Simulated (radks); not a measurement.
The numbers below are computed, except where a source is named.
Spherical quantum dot in the effective-mass picture: electrons in a well V = -V0 / (1 + exp((r - R)/a)) with V0 = 11.3, R = 3.7, a = 0.21, all in effective atomic units (hartree* = m*/eps^2 hartree, bohr* = eps/m* bohr), one dielectric constant everywhere. Level of theory: non-relativistic Kohn-Sham, LDA (Slater exchange, Perdew-Wang correlation), spin-polarised, spherical densities (a radial shooting solver with Libxc functionals). Levels are named by radial order and angular momentum (1s, 1p, 1d, 2s, ...), and open shells are averaged over m. Each electron was tried in the lowest free levels, single moves between levels near the top were tried too, and the lowest total energy was kept; such a search can miss a lower state. The series stops at N = 27: beyond it a trial failed or the search could not be trusted, so later rows were left out. At N = 1 the Hartree and exchange-correlation terms need not cancel, so that row can carry a self-interaction error.

N	open shells	2S	mu = E(N) - E(N-1) (hartree*)	addition energy mu(N+1) - mu(N) (hartree*)	rms radius (bohr*)
1	1s(up 1, down 0)	1	-10.888	0.4400	1.913
2	none	0	-10.448	0.7051	2.000
3	1p(up 1, down 0)	1	-9.7428	0.3452	2.135
4	1p(up 2, down 0)	2	-9.3976	0.3519	2.212
5	1p(up 3, down 0)	3	-9.0457	0.4417	2.267
6	1p(up 3, down 1)	2	-8.6040	0.3355	2.312
7	1p(up 3, down 2)	1	-8.2685	0.3407	2.348
8	none	0	-7.9278	0.7422	2.379
9	1d(up 1, down 0)	1	-7.1856	0.3281	2.419
10	1d(up 2, down 0)	2	-6.8575	0.3290	2.452
11	1d(up 3, down 0)	3	-6.5285	0.3293	2.480
12	1d(up 4, down 0)	4	-6.1992	0.3291	2.506
13	1d(up 5, down 0)	5	-5.8701	0.4122	2.528
14	1d(up 5, down 1)	4	-5.4579	0.3205	2.549
15	1d(up 5, down 2)	3	-5.1374	0.3214	2.568
16	1d(up 5, down 3)	2	-4.8160	0.3218	2.586
17	1d(up 5, down 4)	1	-4.4942	0.3218	2.602
18	none	0	-4.1724	0.7880	2.618
19	1f(up 1, down 0)	1	-3.3845	0.3139	2.636
20	1f(up 2, down 0)	2	-3.0706	0.3139	2.652
21	1f(up 3, down 0)	3	-2.7567	0.3137	2.668
22	1f(up 4, down 0)	4	-2.4430	0.3135	2.682
23	1f(up 5, down 0)	5	-2.1295	0.3132	2.696
24	1f(up 6, down 0)	6	-1.8163	0.3128	2.709
25	1f(up 7, down 0)	7	-1.5034	0.3904	2.721
26	1f(up 7, down 1)	6	-1.1131	0.3079	2.733
27	1f(up 7, down 2)	5	-0.80514	-	2.744

All shells are closed at N = 2, 8, 18 (there: 1s2 1p6 1d10); the second difference of the energy has clear peaks (12 % above both neighbours; the first and last values, which can be the largest, are not judged, and half-filled shells can peak too) at N = 2, 5, 8, 13, 18, 25.
